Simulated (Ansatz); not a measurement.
Input for Ansatz (a first-principles code): U-MP2/aug-cc-pV(T+d)Z on BClH (SMILES [BH]Cl), 2S+1 = 2, atoms moved off the minimum. Files ending in .json are basis or fitting sets from the Basis Set Exchange.

Ansatz 0.2 input:
```yaml
crystal:
  periodic: [false, false, false]
  atoms:
    - {symbol: B, position_ang: [-1.17919571, 0.50593474, -0.04369282]}
    - {symbol: Cl, position_ang: [0.48631071, -0.17383339, 0.01320382]}
    - {symbol: H, position_ang: [-2.07055774, -0.22661908, -0.00888295]}
basis:
  gaussian:
    orbitals: aug-cc-pV_T+d_Z.json
magnetization: {spin_polarized: true, initial_magnetization: 1}
correlation: {method: mp2, electrons: outside_noble_gas}
scf: {omitted_lower_state_checks: [cluster_reference]}
output: {forces: true}
```

The log:

```
WARN ansatz: RAYON_NUM_THREADS=1 ignored (pool sized by the plan → 1); use --threads N
Functional definition: HF
these checks for a lower state are left out or cut short: cluster_reference
integrals: 0.10 GiB planned
721 factors; integrals over basis functions are off by at most 1.4e-3 eV
mean field: 0.28 GiB planned
mean field evaluation 1: about -13189.7732 eV, gradient 9.0e0 eV
mean field evaluation 2: about -13189.7751 eV, gradient 9.0e0 eV
mean field evaluation 4: about -13190.8371 eV, gradient 2.0e0 eV
mean field evaluation 8: about -13190.9099 eV, gradient 1.2e-1 eV
mean field -13190.91024334 eV, -484.7570103225 hartree, gradient 2.7e-6 eV, S^2 0.754812; 0 other end points of the search recorded, 0 dependent functions left out
6 core orbitals not correlated
reference -13190.91024334 eV, -484.7570103225 hartree; 6, 5 occupied and 112, 113 virtual orbitals, 721 factors
densities: 0.34 GiB planned
second order -7.30232630 eV of doubles, -0.00000000 eV of singles
the calculation of the forces begins
Total energy: -13198.21256963 eV, -485.0253658642 hartree
Atom 0 at    -1.179196     0.505935    -0.043693 Å, force     2.243252    -0.335386     0.042098 eV/Å
Atom 1 at     0.486311    -0.173833     0.013204 Å, force    -1.451992     0.729646    -0.057759 eV/Å
Atom 2 at    -2.070558    -0.226619    -0.008883 Å, force    -0.791260    -0.394261     0.015661 eV/Å
Dipole moment:    -0.147770    -0.044200     0.001173 e Å
Checks for a lower state left out: cluster_reference
```

The calculation finished and met its thresholds.

Cost: around 8 core-seconds (rough).
